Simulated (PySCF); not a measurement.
Compound: C9H5S (charge +1).
Atom-mapped SMILES: `[CH:1]#[C:2][c:3]1[cH:4][cH:5][cH:6][s+:7][c:8]1[C:9]#[CH:10]` (hydrogens: H11 on C1; H12 on C4; H13 on C5; H14 on C6; H15 on C10)

The geometry is computed with GFN2-xTB (gas phase).

Some entries are withheld.

| coordinate | value |
| --- | --- |
| C1≡C2 | 1.202 Å |
| C2–C3 | 1.413 Å |
| C3–C4 | ? |
| C4–C5 | ? |
| C5–C6 | 1.371 Å |
| C6–S7 | 1.694 Å |
| S7–C8 | 1.714 Å |
| C8–C9 | ? |
| C9≡C10 | 1.205 Å |
| C3–C8 | 1.405 Å |
| C1–H11 | 1.052 Å |
| C4–H12 | 1.081 Å |
| C5–H13 | 1.081 Å |
| C6–H14 | 1.080 Å |
| C10–H15 | 1.052 Å |
| C1–C2–C3 | ? |
| C2–C3–C4 | ? |
| C2–C3–C8 | 118.2° |
| C4–C3–C8 | 122.4° |
| C3–C4–C5 | ? |
| C4–C5–C6 | 123.1° |
| C5–C6–S7 | 124.6° |
| C6–S7–C8 | 103.2° |
| S7–C8–C9 | 115.8° |
| C3–C8–S7 | 123.2° |
| C3–C8–C9 | 121.0° |
| C8–C9–C10 | 179.3° |

Q: Fill in the missing values.

A: 
- C3–C4 = 1.396 Å, aromatic (substituted aromatic carbon to aromatic CH carbon); 0.06 Å below the sum of covalent radii, 1.46 Å.
- C4–C5 = 1.391 Å, aromatic (both ends aromatic CH carbon); 0.07 Å below the sum of covalent radii, 1.46 Å.
- C8–C9 = 1.400 Å, drawn single (substituted aromatic carbon to alkyne carbon); 0.02 Å below the sum of covalent radii, 1.42 Å.
- C1–C2–C3 = 179.0°, at the alkyne carbon; the outer atoms are 2.615 Å apart.
- C2–C3–C4 = 119.4°, at the substituted aromatic carbon; the outer atoms are 2.426 Å apart.
- C3–C4–C5 = 123.4°, at the aromatic CH carbon, inside a 6-membered ring; the outer atoms are 2.455 Å apart.

Radii are Cordero's, carbon taken as 0.76, 0.73 or 0.69 Å for four, three, and two or fewer neighbours.

Whether it is a minimum is left open (no frequencies).
